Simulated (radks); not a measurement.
These are the eigenvalues of the occupied orbitals of an atom or ion with whole-number occupations (eV). Calculated with a radial shooting solver on a logarithmic mesh with Libxc functionals: Dirac Kohn-Sham, BLYP, spin-unpolarised, spherical densities, point nucleus.

1s1/2: -65235.34
2s1/2: -11171.76
2p1/2: -10670.71
2p3/2: -9478.363
3s1/2: -2565.994
3p1/2: -2344.010
3p3/2: -2088.499
3d3/2: -1712.976
3d5/2: -1657.250
4s1/2: -538.3207
4p1/2: -447.4184
4p3/2: -388.9139
4d3/2: -239.5972
4d5/2: -228.8872
5s1/2: -93.8276
5p1/2: -67.9334
5p3/2: -59.9718
4f5/2: -44.7429
4f7/2: -42.9941
5d3/2: -27.4633

Which element is it, and in what charge state? The configuration may be excited. Open shells, if any, fill j = l - 1/2 first.

Answer. Z = 72, hafnium, charge +3: Hf3+ in [Xe] 4f14 5d1. The list shows which subshells hold electrons but not how many an open one holds; the 1s level, -2397.4 hartree, gives Z - s = 69.2 by -(Z - s)^2/2, which with screening and relativity narrows Z to a few neighbours, and the depths of the outer levels then fix element, charge and occupations together.
